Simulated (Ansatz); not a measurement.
Basis-set series for Br$_{3}$FHf (`[F][Hf]([Br])([Br])[Br]`). Charge 0, multiplicity 1. Hf: def2 effective core potential. The structure was optimised at the PBE0-D4/def2-TZVP level.

Z-matrix (Å, degrees):
```
Hf
F 1 1.878
Br 1 2.477 2 108.7
Br 1 2.477 2 108.7 3 120.0
Br 1 2.477 2 108.7 3 -120.0
```

```
functional       basis  functions  energy (Eh)  HOMO (eV)  LUMO (eV)
   PBE0-D4    def2-SVP        142  -7868.64163      -8.93      -2.20
   PBE0-D4  def2-QZVPP        405  -7869.88005      -8.92      -2.15
   ωB97M-V    def2-SVP        142  -7869.10951     -11.03      -0.14
   ωB97M-V  def2-QZVPP        405  -7870.33948     -11.04      -0.14
```

**Question.** Give the rows for def2-TZVPP. (Best estimate.)

**Answer.** Computed: 
```csv
functional,basis,functions,energy (Eh),HOMO (eV),LUMO (eV)
PBE0-D4,def2-TZVPP,231,-7869.71656,-8.92,-2.15
ωB97M-V,def2-TZVPP,231,-7870.18231,-11.04,-0.13
```

Scalar relativity is left out up to krypton.
